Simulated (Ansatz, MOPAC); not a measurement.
Species: HSO, charge 0, multiplicity 2. SMILES: [O]S

Atoms: S1, O2, H3. Bonds: S1-O2, S1-H3.

Bond lengths (Å) and angles (degrees) optimised at AM1 with MOPAC; PM6 with MOPAC; HF/STO-3G with Ansatz (a first-principles code); PBE/6-31G* with Ansatz; B3LYP/LANL2DZ with Ansatz; B3LYP/6-31G* with Ansatz, each started from the B3LYP-D3(BJ)/def2-TZVP structure (Ansatz) of the last column. A row stands for all coordinates that are equal there. 6-31G* holds six Cartesian d functions. No wavenumbers were computed at HF/STO-3G, PBE/6-31G*, B3LYP/LANL2DZ, so these may be saddle points.

```csv
coordinate,AM1,PM6,HF/STO-3G,PBE/6-31G*,B3LYP/LANL2DZ,B3LYP/6-31G*,B3LYP-D3(BJ)/def2-TZVP
S1-O2,1.503,1.492,1.674,1.544,1.699,1.537,1.505
S1-H3,1.316,1.341,1.340,1.400,1.400,1.381,1.377
O2-S1-H3,103.7,108.7,96.5,106.0,100.5,105.1,104.5
```

Mean signed difference of all 2 bond lengths from B3LYP-D3(BJ)/def2-TZVP: AM1 -0.031 Å, PM6 -0.025 Å, HF/STO-3G 0.066 Å, PBE/6-31G* 0.031 Å, B3LYP/LANL2DZ 0.108 Å, B3LYP/6-31G* 0.018 Å.
